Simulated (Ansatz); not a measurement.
Consider the cleavage of the Si–Sn bond: `O[SiH2][SnH2][OH]` + `O[SiH2]S` → `O[SiH2]O[SiH2]S` + `[OH][SnH3]`.

Computed with Ansatz on PBE0-D4/def2-TZVP structures; ΔE is electronic, products minus reactants. CCSD(T)/CBS adds triple-zeta CCSD(T) − MP2 to the extrapolated MP2 energy (def2 sets, frozen cores). Functionals use def2-TZVPP. B3LYP here is the variant with VWN-RPA as its local correlation; programs differ in this. HSE06 is defined as in plane-wave codes. Elements past krypton have def2 core potentials. For Sn outer-core shells are correlated without core-valence functions, which leaves a few kJ/mol of doubt a bond. Each species was taken in one conformer, which may not be the lowest.

```json
{"level": "r2SCAN-D4", "ΔE (kJ/mol)": "-112.8"}
{"level": "HSE06-D4", "ΔE (kJ/mol)": "-103.1"}
{"level": "BHLYP-D4", "ΔE (kJ/mol)": "-128.4"}
{"level": "B2PLYP", "ΔE (kJ/mol)": "-117.4"}
{"level": "PBE-QIDH", "ΔE (kJ/mol)": "-114.8"}
{"level": "PBE0", "ΔE (kJ/mol)": "-100.3"}
{"level": "B3LYP", "ΔE (kJ/mol)": "-110.4"}
{"level": "HF/def2-SVP", "ΔE (kJ/mol)": "-132.8"}
```

Q: What does CCSD(T)/CBS give? (Best estimate.)

A: The calculation gave: -115.2 kJ/mol. The listed levels differ from it by 2.4, 12.1, -13.2, -2.2, 0.4, 14.9, 4.8, -17.6 kJ/mol.

Largest T1 diagnostic among the species: 0.014.

The D4 term adds −6.2 kJ/mol with B3LYP and −3.4 kJ/mol with PBE0; it sums over pairs of atoms, weighted by their polarisabilities, and B3LYP, whose exchange is more repulsive, gets the larger term. From PBE to PBE0 (25 % exact exchange), in def2-TZVPP and without D4, ΔE moves by −10.6 kJ/mol.
